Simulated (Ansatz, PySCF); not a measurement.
Sites of protonation at heteroatoms (carbon was not tried) of N[Si](O)(O)O:

A. N[Si](O)(O)O + H+ -> N[Si](O)(O)[OH2+]
B. N[Si](O)(O)O + H+ → [NH3+][Si](O)(O)O

Quantity: proton affinity (enthalpy at 298 K, with B3LYP-D3(BJ) rigid-rotor harmonic-oscillator terms from PySCF), kcal/mol. Structures are relaxed separately at B3LYP-D3(BJ)/def2-TZVP in Ansatz (a quantum-chemistry and plane-wave program), one conformer each, not searched for the lowest. Cores are frozen in the correlated levels unless marked. Spin-orbit coupling is left out. Non-relativistic. CBS(X,Y): correlation extrapolated as X^-3; Hartree-Fock from the larger set. Positive means that the reaction releases energy.

Task: Rank them by proton affinity at CCSD(T)/CBS(cc-pV(T+d)Z,cc-pV(Q+d)Z) (Ansatz), lowest first.

Result: A (192.0 kcal/mol), B (215.0 kcal/mol)
